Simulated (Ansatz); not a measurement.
`O=C[SiH]([SiH3])Cl` + `O[SiH2][SnH2][OH]` → `O[SiH2][SiH]([SiH3])Cl` + `O=[CH][SnH2][OH]`  (redistribution)

Calculated with Ansatz (gas phase, PBE0-D4/def2-TZVP geometries, no zero-point term in ΔE). CBS: MP2 limit from def2 TZ/QZ plus the TZ coupled-cluster correction, frozen cores. DFT in def2-TZVPP. Elements past krypton have def2 core potentials. For Sn outer-core shells are correlated without core-valence functions, which leaves a few kJ/mol of doubt a bond. One conformer a species, not always the lowest.

**Question.** Is it downhill or uphill in electronic energy at CCSD(T)/CBS, and by how much? (Estimate.)

**Answer.** The calculation gave: Uphill: ΔE = +0.25 eV.

**Question.** What do these levels give: r2SCAN, HF/def2-TZVPP, MP2/def2-TZVPP, CCSD(T)/def2-TZVPP, HF/def2-QZVPP, CCSD/CBS(def2)? (An estimate is asked.)

**Answer.** Computed: r2SCAN 0.23, HF/def2-TZVPP 0.33, MP2/def2-TZVPP 0.27, CCSD(T)/def2-TZVPP 0.23, HF/def2-QZVPP 0.34, CCSD/CBS(def2) 0.27 eV.

Largest T1 diagnostic among the species: 0.016.

The D4 term adds −0.04 eV with B3LYP and −0.02 eV with PBE0; it sums over pairs of atoms, weighted by their polarisabilities, and B3LYP, whose exchange is more repulsive, gets the larger term. In def2-TZVPP, CCSD(T) changes the Hartree–Fock value by −0.10 eV (the triples alone add −0.02 eV) and MP2 by −0.06 eV.

B3LYP here is the variant with VWN-RPA as its local correlation; programs differ in this.
